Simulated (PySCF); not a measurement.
An unknown is described by computed data only.

Formula: C2H14O2Si4.

- Dipole: 1.71 D [PBE0/pcSseg-1]
- Rotational structure: rotational constants A, B, C: 1.157, 0.640, 0.435 GHz [GFN2-xTB]
- 1H NMR: chemical shifts (computed TMS as zero) by class: 6.10 (1 H), 5.27 (1 H), 5.18 (1 H), 3.94 (1 H), 3.53 (3 H), 3.51 (1 H), 3.41 (1 H), 3.35 (1 H), 1.23 (3 H), -0.20 (1 H) ppm [GIAO PBE0/pcSseg-1]
- 13C NMR: chemical shifts (computed TMS as zero) by class: 66.6 (1 C), 21.3 (1 C) ppm [GIAO PBE0/pcSseg-1]
- NMR, other nuclei: isotropic shieldings of nuclei other than C and H, by class: 315 (1 O), 331 (1 O), 357 (1 Si), 371 (1 Si), 461 (1 Si), 475 (1 Si) ppm [GIAO PBE0/pcSseg-1]

Electronic properties: PySCF, gas phase, density fitting. Levels stand in brackets. One conformer (not necessarily the lowest) at the GFN2-xTB geometry, without solvent, vibrations or thermal averaging. GFN2-xTB frequencies show an imaginary mode (29i cm⁻¹), so this geometry is no minimum at that level. NMR values are class means; diastereotopic atoms form classes of their own.

Question: What is the compound? Reason from the data.

Answer: Numbering: `[CH3:1][CH2:2][O:3][SiH2:4][SiH2:5][Si@H:6]([OH:7])[SiH3:8]`. Its formula, C2H14O2Si4, gives 0 degrees of unsaturation, so no ring and no π bond. 2 carbons fall into 2 classes; from least to most shielded: sp3 carbon bound to oxygen [C2] (66.6 ppm), methyl carbon [C1] (21.3 ppm). Hydrogen classes from least to most shielded: 1 H on an oxygen-bound silicon, Si6 (6.10 ppm), 1 H on an oxygen-bound silicon, Si4 (5.27 ppm), 1 H on an oxygen-bound silicon, Si4 (5.18 ppm), 1 H on an sp3 carbon bound to oxygen, C2 (3.94 ppm), 3 H on an SiH3 silicon, Si8 (3.53 ppm), 1 H on an SiH2 silicon, Si5 (3.51 ppm), 1 H on an sp3 carbon bound to oxygen, C2 (3.41 ppm), 1 H on an SiH2 silicon, Si5 (3.35 ppm), 3 H on a methyl carbon, C1 (1.23 ppm, a mean of values up to 0.8 ppm apart in this geometry), 1 H on a silanol oxygen, O7 (-0.20 ppm). The other shieldings belong to: 315 ppm, silyl ether oxygen [O3]; 331 ppm, silanol oxygen [O7]; 357 ppm, oxygen-bound silicon [Si6]; 371 ppm, oxygen-bound silicon [Si4]; 461 ppm, SiH3 silicon [Si8]; 475 ppm, SiH2 silicon [Si5]. The optimised geometry has point group C1 and is an asymmetric top. Structure: `CCO[SiH2][SiH2][Si@H](O)[SiH3]`. The assignments are read from this structure; whether some other isomer fits the data as well wasn't checked. The mirror image fits equally.
